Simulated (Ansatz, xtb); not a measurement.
# CH2Cl2FGe+: where a starting geometry ends

The starting geometry of this gas-phase singlet was built from a drawn formula by distance geometry; its bonds are those of `F[C](Cl)(Cl)[GeH2+]`.

```json
{"atom": "C", "x (Å)": "-1.8466", "y (Å)": "-1.6191", "z (Å)": "0.1708"}
{"atom": "Cl", "x (Å)": "-1.1406", "y (Å)": "-3.0266", "z (Å)": "-0.6911"}
{"atom": "Cl", "x (Å)": "-2.3003", "y (Å)": "-0.4061", "z (Å)": "-1.0199"}
{"atom": "F", "x (Å)": "-2.8770", "y (Å)": "-2.0171", "z (Å)": "0.9439"}
{"atom": "Ge", "x (Å)": "-0.5903", "y (Å)": "-0.7012", "z (Å)": "1.3832"}
{"atom": "H", "x (Å)": "-0.0444", "y (Å)": "-1.9990", "z (Å)": "2.1150"}
{"atom": "H", "x (Å)": "-0.6243", "y (Å)": "0.4807", "z (Å)": "2.3895"}
```

**Question.** Where would you expect an optimisation with r2SCAN-D4/def2-SVP to take it?

**Answer.** It rearranges to `F[C+](Cl)[GeH2][Cl]`. Contacts that open: C1–Cl2 (1.80 → 2.97 Å). Contacts that close: Cl2–Ge5 (3.16 → 2.14 Å).

The energy falls by 2.06 eV over 19 steps:

```json
{"step": "1", "E − E(last) (eV)": "2.061"}
{"step": "3", "E − E(last) (eV)": "1.317"}
{"step": "5", "E − E(last) (eV)": "1.244"}
{"step": "7", "E − E(last) (eV)": "1.075"}
{"step": "9", "E − E(last) (eV)": "0.694"}
{"step": "11", "E − E(last) (eV)": "0.280"}
{"step": "13", "E − E(last) (eV)": "0.048"}
{"step": "15", "E − E(last) (eV)": "0.003"}
{"step": "17", "E − E(last) (eV)": "0.000"}
{"step": "19", "E − E(last) (eV)": "0.000"}
```

Final geometry (Å):

```xyz
7

C    -2.3939   -1.3011    0.4899
Cl    0.2404   -2.3543   -0.3892
Cl   -2.9894   -0.2230   -0.6072
F    -3.1221   -2.3175    0.7141
Ge   -0.5125   -1.2419    1.2777
H    -0.5646   -2.0642    2.5537
H    -0.0815    0.2136    1.2524
```

From the same start GFN2-xTB reaches the same bonding as this run.

No frequencies were run, so the end isn't proven a minimum. Run with Ansatz 0.2.0, 29 s on 2 threads of Intel(R) Xeon(R) 6975P-C (Granite Rapids), on a shared host.
